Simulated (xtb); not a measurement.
xtb input for 3,3-difluorocyclobutene (C4H4F2), SMILES C1=CC(C1)(F)F, GFN2-xTB. 

```
$ xtb mol.xyz --gfn 2 --sp --chrg 0 --uhf 0 --json
$ cat mol.xyz
10

F      0.02009731    -1.19704051     1.07930454
C      0.02576249    -0.37494435    -0.00000000
F      0.02009717    -1.19704050    -1.07930455
C      1.04685982     0.73355055    -0.00000007
C      0.11099419     1.68030615    -0.00000000
C     -1.05950411     0.72956544     0.00000006
H      2.11840497     0.70772251    -0.00000013
H      0.13953300     2.75319481    -0.00000000
H     -1.68218135     0.73747252    -0.89245047
H     -1.68218124     0.73747251     0.89245068
```

Program output:

```
[banner left out]
          |                Calculation Setup                |
           -------------------------------------------------



           -------------------------------------------------
          |                 G F N 2 - x T B                 |
           -------------------------------------------------

        Reference                      10.1021/acs.jctc.8b01176
      * Hamiltonian:
        H0-scaling (s, p, d)           1.850000    2.230000    2.230000
        zeta-weighting                 0.500000
      * Dispersion:
        s8                             2.700000
        a1                             0.520000
        a2                             5.000000
        s9                             5.000000
      * Repulsion:
        kExp                           1.500000    1.000000
        rExp                           1.000000
      * Coulomb:
        alpha                          2.000000
        third order                    shell-resolved
        anisotropic                    true
        a3                             3.000000
        a5                             4.000000
        cn-shift                       1.200000
        cn-exp                         4.000000
        max-rad                        5.000000


          ...................................................
          :                      SETUP                      :
          :.................................................:
          :  # basis functions                  28          :
          :  # atomic orbitals                  28          :
          :  # shells                           16          :
          :  # electrons                        34          :
          :  max. iterations                   250          :
          :  Hamiltonian                  GFN2-xTB          :
          :  restarted?                      false          :
          :  GBSA solvation                  false          :
          :  PC potential                    false          :
          :  electronic temp.          300.0000000     K    :
          :  accuracy                    1.0000000          :
          :  -> integral cutoff          0.2500000E+02      :
          :  -> integral neglect         0.1000000E-07      :
          :  -> SCF convergence          0.1000000E-05 Eh   :
          :  -> wf. convergence          0.1000000E-03 e    :
          :  Broyden damping             0.4000000          :
          :  net charge                          0          :
          :  unpaired electrons                  0          :
          ...................................................

 iter      E             dE          RMSdq      gap      omega  full diag
   1    -20.1606000 -0.201606E+02  0.470E+00    5.16       0.0  T
   2    -20.1911873 -0.305873E-01  0.281E+00    5.07       1.0  T
   3    -20.1897116  0.147571E-02  0.142E+00    5.10       1.0  T
   4    -20.1927219 -0.301028E-02  0.572E-01    5.03       1.0  T
   5    -20.1952949 -0.257301E-02  0.125E-01    5.05       1.0  T
   6    -20.1953660 -0.710828E-04  0.447E-02    5.05       1.0  T
   7    -20.1953670 -0.101439E-05  0.128E-02    5.05       2.5  T
   8    -20.1953671 -0.118166E-06  0.511E-03    5.05       6.2  T
   9    -20.1953672 -0.336013E-07  0.686E-04    5.05      46.1  T
  10    -20.1953672 -0.102839E-08  0.222E-04    5.05     142.5  T

   *** convergence criteria satisfied after 10 iterations ***

         #    Occupation            Energy/Eh            Energy/eV
      -------------------------------------------------------------
         1        2.0000           -0.8411758             -22.8896
       ...           ...                  ...                  ...
        11        2.0000           -0.5233624             -14.2414
        12        2.0000           -0.5120605             -13.9339
        13        2.0000           -0.5025939             -13.6763
        14        2.0000           -0.4952464             -13.4763
        15        2.0000           -0.4704651             -12.8020
        16        2.0000           -0.4496594             -12.2359
        17        2.0000           -0.4439149             -12.0795 (HOMO)
        18                         -0.2584433              -7.0326 (LUMO)
        19                         -0.0043485              -0.1183
        20                          0.0266092               0.7241
        21                          0.0426818               1.1614
        22                          0.0522200               1.4210
       ...                                ...                  ...
        28                          0.7172298              19.5168
      -------------------------------------------------------------
                  HL-Gap            0.1854716 Eh            5.0469 eV
             Fermi-level           -0.3511791 Eh           -9.5561 eV

 SCC (total)                   0 d,  0 h,  0 min,  0.010 sec
 SCC setup                      ...        0 min,  0.000 sec (  1.312%)
 Dispersion                     ...        0 min,  0.000 sec (  0.748%)
 classical contributions        ...        0 min,  0.000 sec (  0.241%)
 integral evaluation            ...        0 min,  0.002 sec ( 16.707%)
 iterations                     ...        0 min,  0.005 sec ( 46.857%)
 molecular gradient             ...        0 min,  0.003 sec ( 31.713%)
 printout                       ...        0 min,  0.000 sec (  2.214%)

         :::::::::::::::::::::::::::::::::::::::::::::::::::::
         ::                     SUMMARY                     ::
         :::::::::::::::::::::::::::::::::::::::::::::::::::::
         :: total energy             -20.012115382835 Eh    ::
         :: gradient norm              0.000106634774 Eh/a0 ::
         :: HOMO-LUMO gap              5.046938932609 eV    ::
         ::.................................................::
         :: SCC energy               -20.195364748856 Eh    ::
         :: -> isotropic ES            0.028729660997 Eh    ::
         :: -> anisotropic ES         -0.000720095158 Eh    ::
         :: -> anisotropic XC         -0.003324537281 Eh    ::
         :: -> dispersion             -0.004984527564 Eh    ::
         :: repulsion energy           0.183249366021 Eh    ::
         :: add. restraining           0.000000000000 Eh    ::
         :: total charge               0.000000000000 e     ::
         :::::::::::::::::::::::::::::::::::::::::::::::::::::

           -------------------------------------------------
          |                Property Printout                |
           -------------------------------------------------

    * Orbital Energies and Occupations

         #    Occupation            Energy/Eh            Energy/eV
      -------------------------------------------------------------
         1        2.0000           -0.8411758             -22.8896
       ...           ...                  ...                  ...
         5        2.0000           -0.6261119             -17.0374
         6        2.0000           -0.5871990             -15.9785
         7        2.0000           -0.5843858             -15.9019
         8        2.0000           -0.5689488             -15.4819
         9        2.0000           -0.5626078             -15.3093
        10        2.0000           -0.5245650             -14.2741
        11        2.0000           -0.5233624             -14.2414
        12        2.0000           -0.5120605             -13.9339
        13        2.0000           -0.5025939             -13.6763
        14        2.0000           -0.4952464             -13.4763
        15        2.0000           -0.4704651             -12.8020
        16        2.0000           -0.4496594             -12.2359
        17        2.0000           -0.4439149             -12.0795 (HOMO)
        18                         -0.2584433              -7.0326 (LUMO)
        19                         -0.0043485              -0.1183
        20                          0.0266092               0.7241
        21                          0.0426818               1.1614
        22                          0.0522200               1.4210
        23                          0.1242191               3.3802
        24                          0.1776200               4.8333
        25                          0.2176657               5.9230
        26                          0.2356927               6.4135
        27                          0.2460660               6.6958
        28                          0.7172298              19.5168
      -------------------------------------------------------------
                  HL-Gap            0.1854716 Eh            5.0469 eV
             Fermi-level           -0.3511791 Eh           -9.5561 eV

     #   Z          covCN         q      C6AA      α(0)
     1   9 F        0.786    -0.227    11.513     4.008
     2   6 C        3.890     0.336    15.616     5.618
     3   9 F        0.786    -0.227    11.513     4.008
     4   6 C        3.165    -0.060    29.113     8.818
     5   6 C        3.257    -0.019    27.324     8.451
     6   6 C        4.080    -0.080    21.932     6.652
     7   1 H        0.926     0.067     2.114     2.274
     8   1 H        0.926     0.064     2.154     2.295
     9   1 H        0.925     0.072     2.063     2.246
    10   1 H        0.925     0.072     2.063     2.246

 Mol. C6AA /au·bohr⁶  :       1001.400039
 Mol. C8AA /au·bohr⁸  :      22789.170565
 Mol. α(0) /au        :         46.615452


Wiberg/Mayer (AO) data.
largest (>0.10) Wiberg bond orders for each atom

 ---------------------------------------------------------------------------
     #   Z sym  total        # sym  WBO       # sym  WBO       # sym  WBO
 ---------------------------------------------------------------------------
     1   9 F    1.052 --     2 C    0.936
     2   6 C    3.842 --     4 C    0.974     6 C    0.954     1 F    0.936
                             3 F    0.936
     3   9 F    1.052 --     2 C    0.936
     4   6 C    3.973 --     5 C    1.923     2 C    0.974     7 H    0.967
     5   6 C    3.975 --     4 C    1.923     6 C    1.020     8 H    0.968
     6   6 C    3.985 --     5 C    1.020     9 H    0.965    10 H    0.965
                             2 C    0.954
     7   1 H    0.995 --     4 C    0.967
     8   1 H    0.996 --     5 C    0.968
     9   1 H    0.995 --     6 C    0.965
    10   1 H    0.995 --     6 C    0.965
 ---------------------------------------------------------------------------

Topologies differ in total number of bonds
Writing topology from bond orders to xtbtopo.mol

molecular dipole:
                 x           y           z       tot (Debye)
 q only:       -0.134       1.158       0.000
   full:       -0.138       1.236       0.000       3.160
molecular quadrupole (traceless):
                xx          xy          yy          xz          yz          zz
 q only:        2.962      -0.177      -0.731      -0.000       0.000      -2.231
  q+dip:        5.127      -0.629      -1.120      -0.000       0.000      -4.006
   full:        4.277      -0.351      -1.358      -0.000       0.000      -2.919


           -------------------------------------------------
          | TOTAL ENERGY              -20.012115382835 Eh   |
          | GRADIENT NORM               0.000106634774 Eh/α |
          | HOMO-LUMO GAP               5.046938932609 eV   |
           -------------------------------------------------

------------------------------------------------------------------------
------------------------------------------------------------------------
 total:
 SCF:
Note: The following floating-point exceptions are signalling: IEEE_UNDERFLOW_FLAG IEEE_DENORMAL
normal termination of xtb
```

Self-consistency was reached.

Cost: around 0.05 core-seconds (rough).
